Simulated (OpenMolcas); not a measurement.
## N III: the spin-orbit constant, worked from levels

- Program: OpenMolcas
- Basis: ANO-RCC-VDZP [3s2p1d]
- Scalar Hamiltonian: DKH2, point nucleus
- Active space: 3 electrons in 4 orbitals (2s 2p)
- State averaging: 2S+1 = 4 odd, 1 root; 2S+1 = 2 odd, 8 roots (3 in the spin-orbit step); 2S+1 = 4 even, 3 roots; 2S+1 = 2 even, 9 roots
- Spin-orbit coupling: RASSI with atomic mean-field integrals over the reference wave functions, term energies averaged over their components

Methods: CASSCF; SS-CASPT2, IPEA 0.25 Eh, imaginary shift 0.1 Eh (closed shells correlated: 1s). Measured levels: Moore, Selected Tables of Atomic Spectra, NSRDS-NBS 3, section 5.

**The spin-orbit constant.** For the Hund term ²P° of p1, E(J) = (A/2) J(J+1) + constant and ζ = 2S·A = A. From J = 1/2 to J = 3/2 the energy changes by 1.5 A.

```csv
Source,E(3/2) - E(1/2),A,ζ
CASSCF,159.7,106.5,106
SS-CASPT2,159.7,106.5,106
measured,174.4,116.3,116
```

All in cm-1. SS-CASPT2 is off by -8.4 % and CASSCF by -8.4 %. Both methods take the spin-orbit matrix elements from the reference wave functions, so the second can move ζ only through the term energies and any multistate remixing.

Computed and measured levels are paired by configuration, term and J; levels that our copy of the source lacks, or whose pairing is in doubt (as where it misses far off the trend of its configuration), stay unpaired and out of the deviations. Only configurations of the active space appear.

° marks odd parity.
